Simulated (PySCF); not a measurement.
C2H4N2OSi, SMILES C1=N[Si@H](C=N1)O.

Coordinates come from a r2SCAN-D4/def2-SVP optimisation. The structure was generated by enumeration; whether it is a known compound was not checked. Other conformers were not sampled.

Computed with PySCF 2.14.0 with TDA-PBE/def2-SVPD.

Vertical excitations. 

Computed lowest excited states:
```tsv
state	energy (eV)	λ (nm)	f	main pairs
S1	2.66	467	0.000	HOMO→LUMO 99 %
S2	3.25	381	0.001	HOMO−1→LUMO 99 %
S3	4.85	256	0.011	HOMO−2→LUMO 54 %, HOMO−3→LUMO 42 %
S4	5.25	236	0.034	HOMO−3→LUMO 55 %, HOMO−2→LUMO 35 %
S5	5.43	229	0.008	HOMO−4→LUMO 97 %
S6	5.59	222	0.003	HOMO→LUMO+1 78 %, HOMO→LUMO+2 18 %
S7	5.63	220	0.005	HOMO→LUMO+2 80 %, HOMO→LUMO+1 15 %
S8	6.16	201	0.041	HOMO−5→LUMO 69 %, HOMO−1→LUMO+2 13 %
S9	6.17	201	0.002	HOMO−1→LUMO+1 95 %
S10	6.25	198	0.013	HOMO−1→LUMO+2 83 %
T1	2.23	556	0	HOMO→LUMO 99 %
T2	2.80	442	0	HOMO−1→LUMO 99 %
T3	3.41	364	0	HOMO−2→LUMO 97 %
T4	4.89	254	0	HOMO−3→LUMO 92 %
```
Triplets are in the Tamm–Dancoff approximation.
